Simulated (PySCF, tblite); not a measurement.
Dissociation curve of OH (cation, charge +1), triplet.

- UKS-B3LYP = PySCF with unrestricted B3LYP/6-31G
- GFN2-xTB, 300 K electronic temperature (tblite)
- ROKS-CAM-B3LYP = PySCF with restricted open-shell CAM-B3LYP/6-31G

Energies are in kJ/mol, each relative to the lowest point of its own curve near equilibrium.

```json
[
 {"R / Å": "0.78", "UKS-B3LYP": "220.8", "GFN2-xTB": "178.2", "ROKS-CAM-B3LYP": "220.1"},
 {"R / Å": "0.83", "UKS-B3LYP": "127.9", "GFN2-xTB": "…", "ROKS-CAM-B3LYP": "127.1"},
 {"R / Å": "0.88", "UKS-B3LYP": "67.5", "GFN2-xTB": "50.2", "ROKS-CAM-B3LYP": "66.6"},
 {"R / Å": "0.94", "UKS-B3LYP": "25.0", "GFN2-xTB": "17.4", "ROKS-CAM-B3LYP": "24.2"},
 {"R / Å": "0.96", "UKS-B3LYP": "16.2", "GFN2-xTB": "11.0", "ROKS-CAM-B3LYP": "15.6"},
 {"R / Å": "1.01", "UKS-B3LYP": "3.3", "GFN2-xTB": "1.8", "ROKS-CAM-B3LYP": "2.9"},
 {"R / Å": "1.04", "UKS-B3LYP": "0.4", "GFN2-xTB": "0.0", "ROKS-CAM-B3LYP": "…"},
 {"R / Å": "1.06", "UKS-B3LYP": "0.0", "GFN2-xTB": "0.0", "ROKS-CAM-B3LYP": "0.0"},
 {"R / Å": "1.10", "UKS-B3LYP": "2.4", "GFN2-xTB": "2.3", "ROKS-CAM-B3LYP": "…"},
 {"R / Å": "1.13", "UKS-B3LYP": "6.3", "GFN2-xTB": "5.7", "ROKS-CAM-B3LYP": "7.0"},
 {"R / Å": "1.21", "UKS-B3LYP": "23.1", "GFN2-xTB": "19.8", "ROKS-CAM-B3LYP": "24.8"},
 {"R / Å": "1.27", "UKS-B3LYP": "39.3", "GFN2-xTB": "33.7", "ROKS-CAM-B3LYP": "42.0"},
 {"R / Å": "1.39", "UKS-B3LYP": "75.4", "GFN2-xTB": "66.6", "ROKS-CAM-B3LYP": "80.6"},
 {"R / Å": "1.54", "UKS-B3LYP": "120.1", "GFN2-xTB": "111.7", "ROKS-CAM-B3LYP": "129.7"},
 {"R / Å": "1.69", "UKS-B3LYP": "159.7", "GFN2-xTB": "155.9", "ROKS-CAM-B3LYP": "175.6"},
 {"R / Å": "1.85", "UKS-B3LYP": "194.4", "GFN2-xTB": "198.5", "ROKS-CAM-B3LYP": "219.3"},
 {"R / Å": "2.06", "UKS-B3LYP": "229.1", "GFN2-xTB": "244.6", "ROKS-CAM-B3LYP": "267.7"},
 {"R / Å": "2.27", "UKS-B3LYP": "253.9", "GFN2-xTB": "279.3", "ROKS-CAM-B3LYP": "306.4"},
 {"R / Å": "2.54", "UKS-B3LYP": "275.2", "GFN2-xTB": "309.6", "ROKS-CAM-B3LYP": "343.7"},
 {"R / Å": "2.81", "UKS-B3LYP": "287.9", "GFN2-xTB": "—", "ROKS-CAM-B3LYP": "370.0"},
 {"R / Å": "3.11", "UKS-B3LYP": "…", "GFN2-xTB": "—", "ROKS-CAM-B3LYP": "…"},
 {"R / Å": "3.60", "UKS-B3LYP": "…", "GFN2-xTB": "—", "ROKS-CAM-B3LYP": "406.8"},
 {"R / Å": "4.19", "UKS-B3LYP": "294.2", "GFN2-xTB": "—", "ROKS-CAM-B3LYP": "414.9"}
]
```

### Question
Some entries are withheld; supply them.

### Answer

- 0.83, GFN2-xTB: 99.3
- 1.04, ROKS-CAM-B3LYP: 0.2
- 1.10, ROKS-CAM-B3LYP: 2.8
- 3.11, UKS-B3LYP: 295.2
- 3.11, ROKS-CAM-B3LYP: 389.4
- 3.60, UKS-B3LYP: 297.8

A dash means that the run gave no value there, or that the column was ended at a point which the program doubted or which failed a test of continuity chosen for this set; such a test can also cut sound points.

The unrestricted determinant behind UKS-B3LYP is spin-contaminated at 1.69 to 4.19 Å (<S²> up to 2.5, against 2.00 for a pure triplet). At the longest distance UKS-B3LYP, ROKS-CAM-B3LYP leaves fractional charges on the fragments, a sign of delocalisation error or of the restricted form.
